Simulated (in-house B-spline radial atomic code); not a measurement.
Atomic self-consistent-field run: the tellurium ion Te⁴⁺. Computed with an all-electron radial atomic-structure program (B-spline basis): scalar-relativistic (X2C) PBE0, spin-polarised, spherical fractional occupations, exact exchange averaged over the configuration, Fermi nucleus of rms radius 4.7423 fm.

Command:
```bash
python run_scf.py task.json out
```
Settings (nuclear radius in fm, mass in u):
```
Z                52
configuration    [Kr] 4d10 5s2
hamiltonian      x2c
method           pbe0
spin_polarised   True
nucleus          fermi
rms_radius       4.7423
atomic_mass      129.90622
speed_of_light   137.035999084
exact_exchange   averaged over the configuration
```

Output (hartree, bohr):
```
 radial grid: 70 intervals, B-splines of order 8, outer radius 30.8511 bohr

 iter        energy (Eh)    residual
    1       -6773.817786    6.71e-01
    2       -6782.997229    5.57e-01
    3       -6789.724139    1.16e-01
    4       -6790.053518    2.87e-02
    5       -6790.065110    1.36e-02
    6       -6790.068959    3.41e-03
    7       -6790.069235    9.27e-05
    8       -6790.069235    2.38e-05
    9       -6790.069235    1.02e-06
   10       -6790.069235    5.88e-09

 total energy                     -6790.06923
 kinetic                            7181.9809
 electron-nucleus                 -16421.3296
 Hartree                            2625.3034
 exact exchange                      -43.4029
 exchange-correlation               -132.6211

 orbital      occ     eigenvalue          <r>       <r^2>       <1/r>       r_max
 1s up      1.000     -1165.3967    0.0272098  0.00101324     58.2928     0.01722
 1s down    1.000     -1165.3967    0.0272098  0.00101324     58.2928     0.01722
 2s up      1.000      -180.9923     0.119285   0.0168439     13.2587      0.1012
 2s down    1.000      -180.9923     0.119285   0.0168439     13.2587      0.1012
 2p up      3.000      -162.6957     0.104471     0.01334     12.2477     0.08092
 2p down    3.000      -162.6957     0.104471     0.01334     12.2477     0.08092
 3s up      1.000       -37.7047     0.321426    0.118228      4.6701      0.2926
 3s down    1.000       -37.7047     0.321426    0.118228      4.6701      0.2926
 3p up      3.000       -31.7035     0.319573    0.118555     4.35234      0.2862
 3p down    3.000       -31.7035     0.319573    0.118555     4.35234      0.2862
 3d up      5.000       -22.5807     0.296517    0.104111     4.09114      0.2379
 3d down    5.000       -22.5807     0.296517    0.104111     4.09114      0.2379
 4s up      1.000        -7.9044     0.764539    0.660322     1.84357      0.7013
 4s down    1.000        -7.9044     0.764539    0.660322     1.84357      0.7013
 4p up      3.000        -6.0152      0.82005    0.766172     1.66713      0.7381
 4p down    3.000        -6.0152      0.82005    0.766172     1.66713      0.7381
 4d up      5.000        -3.2256      0.95873     1.07325     1.37952      0.8099
 4d down    5.000        -3.2256      0.95873     1.07325     1.37952      0.8099
 5s up      1.000        -1.9945      1.87535     3.92942    0.698277       1.705
 5s down    1.000        -1.9945      1.87535     3.92942    0.698277       1.705
```

Run time, properties included: 0.98 s on 1 thread of Arm Neoverse N1, on a shared host.

One-electron X2C: radii and densities carry no picture-change correction, so inner-shell <1/r> comes out high (for 1s by about 2 % at Z = 33, 5 % at 54, 10 % at 75, 30 % at 118) and <r> low.
